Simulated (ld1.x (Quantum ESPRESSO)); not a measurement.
# Which change was made? (Cr, PAW)

Cr, PAW, made with ld1.x (Quantum ESPRESSO) 7.5 (PBE, fully relativistic). Core [Ne], reference 3s2 3p6 3d5.5 4s0.5 4p0. Waves: 3s (bound): rcut 1.45, rcutus 1.75 bohr; 4s (bound): rcut 1.45, rcutus 1.75 bohr; 3p (bound): rcut 1.35, rcutus 1.40 bohr; 4p (bound, empty): rcut 1.35, rcutus 1.40 bohr; 3d (bound): rcut 2.05, rcutus 2.45 bohr; 3d channel at 2.3 Ry: rcut 2.05, rcutus 2.45 bohr. Local part: all-electron potential smoothed inside 1.55 bohr (lloc = -1). Core correction: a·sin(br)/r model core inside 0.95 bohr. Augmentation charge: PSQ, inside the norm-conserving radii.

Open shells are filled in proportion to 2j + 1 (rel_dist='average').

Cutoffs, loose and tight: the cutoffs (Ry, on a coarse ladder) from which the occupation-weighted sum of valence levels, in a spherical-Bessel basis at the reference potential, stays within 10 and 1 mRy of its value at 400 Ry. They do not see the model core or the augmentation charge, which bear on the density cutoff. Test errors are all-electron minus pseudo excitation energies from the reference, over the configurations 3s2 3p6 3d5 4s1 4p0; 3s2 3p6 3d5 4s0 4p0; 3s2 3p6 3d4 4s0 4p0; 3s2 3p6 3d4 4s2 4p0; 3s2 3p6 3d4 4s1 4p0; 3s2 3p6 3d4 4s1 4p1; 3s2 3p5 3d5 4s1 4p0; variants that change the core or the reference have their own tests. The largest error is taken over the tests solved by every variant that gives reliable tests at all, those not shown here included: 3s2 3p6 3d4 4s0 4p0; 3s2 3p6 3d5 4s0 4p0; 3s2 3p6 3d5 4s1 4p0.

The base gives: outcome: generated; bound ghosts: not determined; largest test error (meV): +5.4.

On the changes marked as counting shells twice: ld1.x takes every shell without a wave as core, so the model core holds the marked electrons as well and exchange and correlation see them twice. This cancels in the reference configuration, but the file is broken for other ones, and its errors say nothing about a proper core correction.

(1) After one change the result is: outcome: generated; bound ghosts: not determined; largest test error (meV): +0.5. Which change was it?
A. waves 3s (bound): rcut 1.16, rcutus 1.22 bohr; 4s (bound): rcut 1.16, rcutus 1.22 bohr
B. wave 3d channel at 2.3 Ry: rcut 2.05, rcutus 2.45 bohr becomes 3d channel at 1.34 Ry: rcut 2.05, rcutus 2.45 bohr
C. local potential all-electron potential smoothed inside 1.90 bohr (lloc = -1)
D. type RRKJ; waves now 3s (bound): rc 1.75 bohr; 3p (bound): rc 1.40 bohr; 3d (bound): rc 2.45 bohr; local potential the d channel; rho0 0.01 (4s counted twice)

Answers

(1) B. The others give: waves 3s (bound): rcut 1.16, rcutus 1.22 bohr; 4s (bound): rcut 1.16, rcutus 1.22 bohr → outcome: generated; bound ghosts: not determined; largest test error (meV): +3.0 | type RRKJ; waves now 3s (bound): rc 1.75 bohr; 3p (bound): rc 1.40 bohr; 3d (bound): rc 2.45 bohr; local potential the d channel; rho0 0.01 (4s counted twice) → outcome: generated, misses its reference levels by 0.75 eV; cutoff, loose: 55 Ry; cutoff, tight: 80 Ry; bound ghosts: none; largest test error (meV): no test is counted, since the test run did not reproduce the reference configuration | local potential all-electron potential smoothed inside 1.90 bohr (lloc = -1) → outcome: generated; bound ghosts: not determined; largest test error (meV): +7.5.
